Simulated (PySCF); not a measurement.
Gas-phase reaction: ZrO₂ + 2 Cl + 2 HF → ZrCl₂(OH)₂ + F₂

Energies from PySCF, thermal terms from the rigid-rotor harmonic-oscillator model, ideal gas at 1 bar. † marks an energy on the PBE0/def2-TZVP geometry and frequencies. MP2 and CCSD(T) freeze the core. Open shells (unrestricted): Cl (multiplicity 2); the rest are closed-shell singlets. Spin-orbit splitting is ignored; it lowers the true energy and changes the entropy of Cl. B3LYP is the form with VWN-RPA correlation. Zr: scalar-relativistic def2 core potential, no spin-orbit coupling. ZrCl₂(OH)₂: computed as isolated molecules; such fragments, hydroxides, amides, oligomers or adducts are transient or little studied in the gas. MP2 isn't extrapolated to the basis-set limit. CCSD(T) isn't extrapolated to the basis-set limit. Warning, large T1 diagnostic: ZrO₂ (CCSD(T)/def2-SVP†).

MP2/def2-TZVPP† gives ΔH°(298 K) = -498 kJ.

What do HF/def2-TZVP†, B3LYP/def2-TZVP†, CCSD(T)/def2-SVP† give?

HF/def2-TZVP†: -492 kJ; B3LYP/def2-TZVP†: -547 kJ; CCSD(T)/def2-SVP†: -563 kJ. For scale, ΔH°(298 K) is -498 kJ at this level, -607 kJ at ωB97M-V/def2-TZVP†, and runs from -972 to -492 kJ over the 18 levels computed.
